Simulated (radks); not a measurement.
The numbers below are computed, except where a source is named.
The calcium ion Ca13+ is in [He] 2s2 2p3. Level of theory: scalar-relativistic Kohn-Sham, BLYP, spin-polarised, spherical densities, finite nucleus; Fermi nuclear charge, rms radius of each element as measured or else 0.836 A^(1/3) + 0.57 fm (a radial shooting solver on a logarithmic mesh with Libxc functionals). Open shells are filled with parallel spins first. One electron is removed from 2s, 1s, 2p in turn, with full relaxation. Which removal costs least, and what does each cost?

Answer. 2p 821.09 eV; 2s 853.41 eV; 1s 4582.9 eV. The 2p electron leaves first.
